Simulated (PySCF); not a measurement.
Computed shifts of a molecule C₃H₇BO₂, B3LYP/pcSseg-1 in PySCF, GIAO, gas phase, atoms alike by connectivity averaged where their shifts nearly agree, in ppm (number of nuclei): ¹³C: 145.1 (1), 142.6 (1), 57.7 (1). ¹H: 6.49 (1), 6.37 (1), 6.27 (1), 4.14 (3), 3.88 (1). References: ¹¹B against BF3 (σ = 86.3 ppm); ¹³C against TMS (σ = 181.3 ppm); ¹H against TMS (σ = 31.68 ppm); ¹⁷O against H2O (σ = 333.8 ppm), references at their B3LYP-D3(BJ)/def2-TZVP geometries, non-relativistic. Coordinates come from a PBE0-D3(BJ)/def2-SVP optimisation. One conformer was computed; it need not be the lowest.

### Question
Identify the compound among the candidates.
A) C=CB(O)OC
B) CB1COCO1
C) CB(O)C(C)=O
D) C=CB(O)CO

### Answer
A, C=CB(O)OC
